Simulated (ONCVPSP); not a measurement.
**What the settings do to the ONCV potential of chromium (Cr)**

Base potential:

ONCVPSP 4.0.1 input, shortened (lines: element, Z, core and valence counts, functional; n l f; lmax; l rc ep ncon nbas qcut; lloc lpopt rc5 dvloc0; l nproj debl; icmod fcfact rcfact), PBE, scalar-relativistic:

```
  Cr 24.00    3    4        4      upf
    1    0    2.00
    2    0    2.00
    2    1    6.00
    3    0    2.00
    3    1    6.00
    3    2    5.00
    4    0    1.00
    2
    0    1.60    0.00    4    8    7.60
    1    0.95    0.00    4    7    7.00
    2    1.80    0.00    4    9    8.20
    4    5    0.65    0.00
    0    2    1.40
    1    2    3.40
    2    2    0.70
    0    0.00    0.00
```

Cutoffs, loose and tight: the cutoffs (Ha) at which the residual kinetic energy of the hardest occupied pseudo-wave falls to 1 and 0.1 mHa per electron. They do not see the model core or the augmentation charge, which bear on the density cutoff. Test errors are all-electron minus pseudo excitation energies from the reference, over the configurations 3s2 3p6 3d5 4s0; 3s2 3p6 3d4 4s0; 3s2 3p6 3d3 4s0; 3s2 3p5 3d5 4s1. A dash means not determined; rows that change the core or the reference have their own tests. The largest error is taken over the tests solved by every variant that gives reliable tests at all: 3s2 3p5 3d5 4s1; 3s2 3p6 3d4 4s0; 3s2 3p6 3d5 4s0.

```tsv
change	outcome	cutoff, loose	cutoff, tight	bound ghosts	GHOST(+) flags above zero	largest test error (meV)
base	generated	39 Ha	144 Ha	none	s	-140
d: rc 1.28	generated	117 Ha	189 Ha	none	s	-33
d: rc 1.58	generated	39 Ha	144 Ha	none	s	-88
d: rc 1.88	generated	39 Ha	144 Ha	none	s	-159
d: rc 2.02	generated	39 Ha	144 Ha	none	s	-196
d: rc 2.34	generated	39 Ha	144 Ha	none	s	-280
d: rc 2.52	generated	39 Ha	144 Ha	none	s	-329
```

Reading the sweep of the d radius (base included, trends over the rows without a ghost): The loose cutoff falls from 117 Ha at 1.28 to 39 Ha at 2.52 bohr. A larger radius leaves more room for a smooth pseudo-wave, so fewer plane waves are needed; a smaller one forces it to follow the all-electron wave where it bends sharply.
